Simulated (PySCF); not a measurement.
Ag(PF3)Br (singlet state).
Cartesian coordinates in Å at the PBE0-D3(BJ)/def2-SVP level; atoms count from 1:
```
atom  x, y, z in Å
Ag1    0.0056   -0.0006   -1.5153
P2    -0.0082    0.0126    0.7970
F3     0.1154    1.3894    1.5495
F4     1.1232   -0.7918    1.5389
F5    -1.2672   -0.5688    1.5410
Br6    0.0313   -0.0408   -3.9112
```

Method used: PySCF, PBE0-D3(BJ)/def2-SVP geometry optimisation, gas phase, def2 core potentials past Kr.

Q: Which atoms are bound to Ag1, and at what distances?

A: 2 atoms: P2 2.312 Å, Br6 2.396 Å. The nearest atom not counted as bound is F4, at 3.35 Å.

Q: What is the shape at Ag1?

A: Linear: angle 179.3°.

Q: What are the other bond lengths?

A: P2–F3, P2–F4, P2–F5 1.574 Å.

Q: Give some angles away from the centre.

A: Ag1–P2–F3 118.9°, Ag1–P2–F4 117.7°, F3–P2–F4 99.5°.

Charge 0, singlet. Whether it is a minimum is left open (no frequencies).
